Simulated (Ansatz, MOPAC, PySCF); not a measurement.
Stepwise substitution at one centre (Ga Br-H). Gas-phase values, no solvent. Strings in code marks are SMILES.

Quantity: vertical ionisation energy (energy after one electron is removed minus that of the parent at the parent's geometry), in eV.

Level 1: B3LYP/6-31G* // PBE-D3(BJ)/def2-TZVP (PySCF)
Level 2: minus the HOMO energy of AM1 // PBE-D3(BJ)/def2-TZVP (MOPAC)
Level 3: minus the HOMO energy of PM6 // PBE-D3(BJ)/def2-TZVP (MOPAC)
Level 4: HF/cc-pVTZ // PBE-D3(BJ)/def2-TZVP (Ansatz, an electronic-structure program)

```csv
species,level 2,level 3,level 4
`[Br][GaH][Br]`,11.01,10.97,10.05
`[GaH2][Br]`,10.72,10.60,9.64
`[GaH3]`,10.13,12.25,10.57
```

Question: What does level 1 give for each, and how far do the other levels lie from it on average?

Answer: 
- `[Br][GaH][Br]`: 10.58
- `[GaH2][Br]`: 10.33
- `[GaH3]`: 11.26
Mean absolute difference from level 1, which has limits of its own, over these rows (drawn at random from the members that have all these levels): level 2 0.65 eV, level 3 0.55 eV, level 4 0.64 eV.
